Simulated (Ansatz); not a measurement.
Gas-phase electronic energies from Ansatz, PBE0-D4/def2-TZVP geometries. CCSD(T)/CBS is the MP2 limit (def2-TZVPP, def2-QZVPP) plus CCSD(T) − MP2 in def2-TZVPP, frozen cores. Functionals use def2-TZVPP. B3LYP here is the variant with VWN-RPA as its local correlation; programs differ in this. For Ga outer-core shells are correlated without core-valence functions, which leaves a few kJ/mol of doubt a bond. Scalar relativity is left out up to krypton. Each species was taken in one conformer, which may not be the lowest.

Reaction (redistribution): `C[NH][Ga]([NH2])[Cl]` + `N[SiH]([SiH3])O[SiH3]` → `[NH2][Ga]([Cl])[O][SiH3]` + `CN[SiH](N)[SiH3]`

`C[NH][Ga]([NH2])[Cl]`:

```xyz
11

C    -0.884   -0.915    1.201
N    -1.095    0.012    0.116
Ga    0.159    0.785   -0.921
N     1.947    0.575   -0.727
Cl   -0.528    2.151   -2.424
H    -1.331   -1.898    1.008
H     0.186   -1.076    1.358
H    -1.289   -0.543    2.150
H    -2.062    0.226   -0.064
H     2.563    0.901   -1.453
H     2.335   -0.218   -0.244
```

`N[SiH]([SiH3])O[SiH3]`:

Cartesian coordinates in Å:
```
N -1.215 1.049 1.131
Si 0.353 0.449 0.815
Si 0.328 -1.845 1.287
O 0.884 0.656 -0.731
Si 0.342 0.730 -2.270
H -1.401 2.026 1.288
H -2.049 0.536 0.903
H 1.293 1.223 1.663
H 0.230 -2.085 2.753
H 1.551 -2.519 0.774
H -0.857 -2.476 0.635
H -0.643 -0.355 -2.532
H 1.500 0.571 -3.182
H -0.315 2.038 -2.533
```

`[NH2][Ga]([Cl])[O][SiH3]`:

Cartesian coordinates in Å:
```
N 0.551 1.931 -1.663
Ga 0.733 0.517 -0.577
Cl 2.604 -0.473 -0.336
O -0.672 -0.138 0.271
Si -0.984 -1.391 1.274
H -0.290 2.482 -1.680
H 1.343 2.409 -2.055
H -2.425 -1.347 1.631
H -0.687 -2.693 0.616
H -0.173 -1.297 2.519
```

`CN[SiH](N)[SiH3]`:

Cartesian coordinates in Å:
```
C -0.993 0.525 -2.077
N -0.721 0.840 -0.693
Si 0.598 0.221 0.212
N 0.945 1.347 1.458
Si 0.236 -1.837 1.300
H -1.434 1.382 -2.596
H -0.056 0.286 -2.585
H -1.666 -0.332 -2.209
H -1.530 1.150 -0.178
H 1.656 0.012 -0.826
H 1.186 2.301 1.240
H 1.347 1.048 2.331
H 0.037 -2.919 0.295
H 1.379 -2.237 2.172
H -0.985 -1.787 2.156
```

(1) Is it downhill or uphill in electronic energy at CCSD(T)/CBS, and by how much? (Estimate.)

(2) What do these levels give: PBE-D4, PBE0-D4, B3LYP-D4, ωB97X-V, B2PLYP, PBE0, B3LYP, CCSD/def2-TZVPP, MP2/def2-QZVPP, SCS-MP2/def2-QZVPP, MP2/CBS(def2), CCSD/CBS(def2)? (An estimate is asked.)

Largest T1 diagnostic among the species: 0.012.

Answers

(1) Ansatz gave: Uphill: ΔE = +30.5 kJ/mol.

(2) The calculation gave: PBE-D4 24.5, PBE0-D4 25.5, B3LYP-D4 28.5, ωB97X-V 27.0, B2PLYP 26.9, PBE0 24.9, B3LYP 27.6, CCSD/def2-TZVPP 27.0, MP2/def2-QZVPP 29.1, SCS-MP2/def2-QZVPP 28.5, MP2/CBS(def2) 30.8, CCSD/CBS(def2) 31.2 kJ/mol.
